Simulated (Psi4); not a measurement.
C2H6BO2 (SMILES CO[B]OC), doublet, geometry from GFN2-xTB, with bond 6-1 at 1.5 times its length; HF/6-31G (Psi4).

Psi4 was given this input:
```
memory 2 GB

molecule mol {
0 2
  C     1.946450    0.597998    0.284733
  O     1.316333   -0.633907   -0.071858
  B     0.003324   -0.818345   -0.209059
  O    -0.875853    0.206966   -0.018064
  C    -2.271671    0.137859   -0.111246
  H     0.834506    1.785207    0.445985
  H     2.476578    0.451503    1.227108
  H     2.659331    0.855085   -0.500026
  H    -2.702554   -0.030009    0.880691
  H    -2.632898    1.093220   -0.498285
  H    -2.594751   -0.667155   -0.777970
}

set basis 6-31g
set reference uhf
set stability_analysis follow
set scf_type pk

energy('scf')
print_variables()
```

The log (banner, timings and long lists left out):

```
   => Loading Basis Set <=

    Name: 6-31G
    Role: ORBITAL
    Keyword: BASIS

         ---------------------------------------------------------
                                   SCF
               by Justin Turney, Rob Parrish, Andy Simmonett
                          and Daniel G. A. Smith
                              UHF Reference
         ---------------------------------------------------------

  ==> Geometry <==

    Molecular point group: c1
    Full point group: C1

    Geometry (in Angstrom), charge = 0, multiplicity = 2:

       Center              X                  Y                   Z               Mass
    ------------   -----------------  -----------------  -----------------  -----------------
         C            1.929963702044     0.645815310139     0.296704320545    12.000000000000
         O            1.299846702044    -0.586089689861    -0.059886679455    15.994914619570
         B           -0.013162297956    -0.770527689861    -0.197087679455    11.009305360000
         O           -0.892339297956     0.254783310139    -0.006092679455    15.994914619570
         C           -2.288157297956     0.185676310139    -0.099274679455    12.000000000000
         H            0.818019702044     1.833024310139     0.457956320545     1.007825032230
         H            2.460091702044     0.499320310139     1.239079320545     1.007825032230
         H            2.642844702044     0.902902310139    -0.488054679455     1.007825032230
         H           -2.719040297956     0.017808310139     0.892662320545     1.007825032230
         H           -2.649384297956     1.141037310139    -0.486313679455     1.007825032230
         H           -2.611237297956    -0.619337689861    -0.765998679455     1.007825032230

  Running in c1 symmetry.

  Rotational constants: A =      0.57780  B =      0.09041  C =      0.08057 [cm^-1]
  Rotational constants: A =  17322.14449  B =   2710.35110  C =   2415.37411 [MHz]
  Nuclear repulsion =  162.668511578718920

  Charge       = 0
  Multiplicity = 2
  Electrons    = 39
  Nalpha       = 20
  Nbeta        = 19

  ==> Algorithm <==

  SCF Algorithm Type is PK.
  DIIS enabled.
  MOM disabled.
  Fractional occupation disabled.
  Guess Type is SAD.
  Energy threshold   = 1.00e-06
  Density threshold  = 1.00e-06
  Integral threshold = 1.00e-12

  ==> Primary Basis <==

  Basis Set: 6-31G
    Blend: 6-31G
    Number of shells: 37
    Number of basis functions: 57
    Number of Cartesian functions: 57
    Spherical Harmonics?: false
    Max angular momentum: 1

  ==> Integral Setup <==

  Using in-core PK algorithm.
   Calculation information:
      Number of atoms:                  11
      Number of AO shells:              37
      Number of primitives:             94
      Number of atomic orbitals:        57
      Number of basis functions:        57

      Integral cutoff                 1.00e-12
      Number of threads:                 1

  Performing in-core PK
  Using 2734062 doubles for integral storage.
  We computed 216651 shell quartets total.
  Whereas there are 247456 unique shell quartets.

  ==> DiskJK: Disk-Based J/K Matrices <==

    J tasked:                  Yes
    K tasked:                  Yes
    wK tasked:                  No
    Schwarz Cutoff:          1E-12

  Minimum eigenvalue in the overlap matrix is 1.5556649142E-02.
  Reciprocal condition number of the overlap matrix is 3.4152005327E-03.
    Using symmetric orthogonalization.

  ==> Pre-Iterations <==

  SCF Guess: Superposition of Atomic Densities via on-the-fly atomic UHF (no occupation information).

   -------------------------
    Irrep   Nso     Nmo
   -------------------------
     A         57      57
   -------------------------
    Total      57      57
   -------------------------

  ==> Iterations <==

                        Total Energy        Delta E     RMS |[F,P]|

   @UHF iter SAD:  -252.19927612796815   -2.52199e+02   0.00000e+00
   @UHF iter   1:  -253.35788687166649   -1.15861e+00   7.43955e-03 DIIS/ADIIS
   @UHF iter   2:  -253.42901896580241   -7.11321e-02   4.35976e-03 DIIS/ADIIS
   @UHF iter   3:  -253.45279662045772   -2.37777e-02   7.31861e-04 DIIS/ADIIS
   @UHF iter   4:  -253.45429195272047   -1.49533e-03   1.49736e-04 DIIS/ADIIS
   @UHF iter   5:  -253.45438024639117   -8.82937e-05   7.70761e-05 DIIS
   @UHF iter   6:  -253.45440628428412   -2.60379e-05   3.39175e-05 DIIS
   @UHF iter   7:  -253.45441201458959   -5.73031e-06   2.01258e-05 DIIS
   @UHF iter   8:  -253.45441497701577   -2.96243e-06   1.26204e-05 DIIS
   @UHF iter   9:  -253.45441710459872   -2.12758e-06   1.09267e-05 DIIS
   @UHF iter  10:  -253.45441861269734   -1.50810e-06   1.06555e-05 DIIS
   @UHF iter  11:  -253.45442038478575   -1.77209e-06   1.05927e-05 DIIS
   @UHF iter  12:  -253.45442247157825   -2.08679e-06   1.05810e-05 DIIS
   @UHF iter  13:  -253.45442504987713   -2.57830e-06   1.05786e-05 DIIS
   @UHF iter  14:  -253.45442756418964   -2.51431e-06   1.05775e-05 DIIS
   @UHF iter  15:  -253.45444434176963   -1.67776e-05   1.04953e-05 DIIS
   @UHF iter  16:  -253.45451714022548   -7.27985e-05   1.36143e-05 DIIS
   @UHF iter  17:  -253.45410684227880    4.10298e-04   4.80937e-05 DIIS
   @UHF iter  18:  -253.45451834738037   -4.11505e-04   1.46557e-05 DIIS
   @UHF iter  19:  -253.45451871473401   -3.67354e-07   1.38739e-05 DIIS
   @UHF iter  20:  -253.45451805249382    6.62240e-07   1.16299e-05 DIIS
   @UHF iter  21:  -253.45451476966926    3.28282e-06   9.96160e-06 DIIS
   @UHF iter  22:  -253.45451524027612   -4.70607e-07   1.00331e-05 DIIS
   @UHF iter  23:  -253.45451561277159   -3.72495e-07   1.03531e-05 DIIS
   @UHF iter  24:  -253.45451873395723   -3.12119e-06   1.28227e-05 DIIS
   @UHF iter  25:  -253.45451187186652    6.86209e-06   5.99623e-06 DIIS
   @UHF iter  26:  -253.45451924153491   -7.36967e-06   3.17971e-06 DIIS
   @UHF iter  27:  -253.45451866393705    5.77598e-07   1.65181e-06 DIIS
   @UHF iter  28:  -253.45451925851006   -5.94573e-07   5.21091e-07 DIIS
  Energy and wave function converged.

    Wavefunction stable under totally symmetric rotations.
    Lowest totally symmetric eigenvalue: 0.013710
    Lowest UHF->UHF stability eigenvalues:
       A 0.013710

    Stability analysis over.

  ==> Post-Iterations <==

   @Spin Contamination Metric:   3.737234016E-02
   @S^2 Expected:                7.500000000E-01
   @S^2 Observed:                7.873723402E-01
   @S   Expected:                5.000000000E-01
   @S   Observed:                5.000000000E-01

    Orbital Energies [Eh]
    ---------------------

    Alpha Occupied:

[...]
    Alpha Virtual:

[...]
      57A      2.125663

    Beta Occupied:

[...]
      19A     -0.412386

    Beta Virtual:

[...]
    Final Occupation by Irrep:
              A
    DOCC [    19 ]
    SOCC [     1 ]
    NA   [    20 ]
    NB   [    19 ]

  @UHF Final Energy:  -253.45451925851006

   => Energetics <=

    Nuclear Repulsion Energy =            162.6685115787189204
    One-Electron Energy =                -668.2804872249482742
    Two-Electron Energy =                 252.1574563877192645
    Total Energy =                       -253.4545192585100608

  UHF NO Occupations:
  HONO-2 :   18  A 1.9987989
  HONO-1 :   19  A 1.9834047
  HONO-0 :   20  A 1.0000000
  LUNO+0 :   21  A 0.0165953
  LUNO+1 :   22  A 0.0012011
  LUNO+2 :   23  A 0.0005893
  LUNO+3 :   24  A 0.0001529

Computation Completed

Properties will be evaluated at   0.000000,   0.000000,   0.000000 [a0]

Properties computed using the SCF density matrix

 Multipole Moments:

 ------------------------------------------------------------------------------------
     Multipole            Electronic (a.u.)      Nuclear  (a.u.)        Total (a.u.)
 ------------------------------------------------------------------------------------

 L = 1.  Multiply by 2.5417464519 to convert [e a0] to [Debye]
 Dipole X            :          1.4105278           -1.9154635           -0.5049357
 Dipole Y            :         -3.9147331            4.2719434            0.3572103
 Dipole Z            :         -0.9068406            0.9838585            0.0770179
 Magnitude           :                                                    0.6232905

 ------------------------------------------------------------------------------------

  Variable Map:
  ----------------------------------------------------------------------------
[...]
  Array Variable Map:
  ----------------------------------------------------------------------------
[...]
[...]
```
